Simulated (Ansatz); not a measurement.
```yaml
crystal:
  periodic: [false, false, false]
  atoms:
    - {symbol: F, position_ang: [-0.834203, -0.379485, 1.687525]}
    - {symbol: Hf, position_ang: [0.009675, -0.118124, 0.017156]}
    - {symbol: F, position_ang: [1.780041, -0.769819, 0.125322]}
    - {symbol: F, position_ang: [-0.921550, -1.111556, -1.293001]}
    - {symbol: Br, position_ang: [0.015838, 2.305385, -0.578501]}
basis:
  gaussian: {orbitals: def2-mTZVPP, fitting: {mean_field: def2-universal-jkfit}, final_grid: {core_spheres: 20, valence_spheres: 16, degree: 47}}
hamiltonian: {xc: {name: CAM-B3LYP}, dispersion: d3bj}
multiplicity: 3
output: {forces: true}
```

```sh
$ ansatz run in.yaml --threads 4 --pin off --events-out ev --progress --plain --max-ram 10444MiB
```

Output, abridged:

```
Error: YAML parse error: error: line 12 column 1: unknown field `multiplicity`, expected one of crystal, accuracy, basis, kpoints, hamiltonian, magnetization, projection, total_charge, correlation, batch, efield, external_charges, scf, relax, neb, saddle, md, ramp, phonons, dielectric, real_time, elastic, magnetic_configurations, gw, evaluate, workflow, output, checkpoint, execution
10 |   gaussian: {orbitals: def2-mTZVPP, fitting: {mean_field: def2-un…
11 | hamiltonian: {xc: {name: CAM-B3LYP}, dispersion: d3bj}
12 | multiplicity: 3
13 | output: {forces: true}
```

What is wrong with this run?

The input holds a key that doesn't belong there. The program refused the input.
